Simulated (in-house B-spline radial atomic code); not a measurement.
What moves the levels of Be²⁺ (1s2)? Level of theory: Dirac-Hartree-Fock, average of configuration, Fermi nucleus of rms radius 2.519 fm; calculated with a radial B-spline atomic code at the basis-set limit.

Baseline run (computed): total energy -13.6140 hartree, 1s1/2 at -5.668149 hartree.

Scaling the speed of light c (a factor of 100 is close to the non-relativistic limit):

```csv
c/c0,ΔE (hartree),1s1/2 level (eV),1s1/2 <r> (bohr)
0.95,-0.00029203,-154.241,0.414
0.98,-0.00011146,-154.239,0.414
1.02,0.00010496,-154.237,0.414
3,0.0024019,-154.213,0.4141
100,0.0027017,-154.21,0.4141
```

(1) The nuclear charge is raised by 0.1. What does the Hellmann-Feynman theorem predict for the energy, and what is found?

Answers

(1) dE/dZ ≈ -Σ<1/r>, which is -7.37778 at the start and -7.57802 at the end; their mean times 0.1 is -0.74779 hartree, and the two runs differ by -0.74779 hartree.
